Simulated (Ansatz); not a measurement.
```yaml
crystal:
  periodic: [false, false, false]
  atoms:
    - {symbol: Br, position_ang: [-0.284960, 1.782562, -0.420499]}
    - {symbol: Ge, position_ang: [-0.899107, -0.379756, 0.233839]}
    - {symbol: Br, position_ang: [1.173067, -1.467606, 0.173359]}
basis:
  gaussian: {orbitals: "6-31G*", fitting: {mean_field: def2-universal-jkfit}, final_grid: {core_spheres: 8, valence_spheres: 7, degree: 23}}
hamiltonian: {xc: {name: r2SCAN}}
scf: {lower_state_search: off}
kpoints: {mp_grid: {grid: [2, 2, 2]}}
output: {forces: true}
```

```sh
$ ansatz run in.yaml --threads 4 --pin off --events-out ev --progress --plain --max-ram 10444MiB
```

It prints (some lines left out):

```
Error: invalid value for `basis.gaussian`: such a run doesn't read kpoints; remove what it names
```

(1) Something in this input is off. What?

Answers

(1) The input holds a key that doesn't belong there. The program refused the input.
